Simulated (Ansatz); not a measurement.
One change: `[SiH3][SiH2][N]1[CH2][AlH]1` becomes `B[N]1[CH2][AlH]1`.

Ansatz, PBE0-D4/def2-TZVP geometries, multiplicity 1. Each molecule was computed in one conformer, which needn't be the lowest.

| property | `[SiH3][SiH2][N]1[CH2][AlH]1` |
| --- | --- |
| HOMO energy (PBE0/def2-TZVPP) / eV | -6.66 |
| HOMO energy (PBE/def2-TZVPP) / eV | -5.53 |
| LUMO energy (B3LYP/def2-TZVPP) / eV | -1.37 |
| LUMO energy (ωB97M-V/def2-TZVPP) / eV | 0.40 |
| LUMO energy (PBE/def2-TZVPP) / eV | -1.92 |
| HOMO energy (B3LYP/def2-TZVPP) / eV | -6.45 |

(1) What does the change do to each property? (An estimate is asked.)

Results:

(1) Computed: 
```tsv
property	`B[N]1[CH2][AlH]1`	shift
HOMO energy (PBE0/def2-TZVPP) / eV	-7.14	-0.48
HOMO energy (PBE/def2-TZVPP) / eV	-5.98	-0.45
LUMO energy (B3LYP/def2-TZVPP) / eV	-1.70	-0.33
LUMO energy (ωB97M-V/def2-TZVPP) / eV	0.13	-0.27
LUMO energy (PBE/def2-TZVPP) / eV	-2.29	-0.37
HOMO energy (B3LYP/def2-TZVPP) / eV	-6.94	-0.49
```

With PBE0 the HOMO falls by 0.48 eV and the LUMO falls by 0.32 eV, so the gap widens by about 0.16 eV. PBE moves the HOMO by -0.45 eV and ωB97M-V by -0.58 eV.

B3LYP here is the variant with VWN-RPA as its local correlation; programs differ in this.
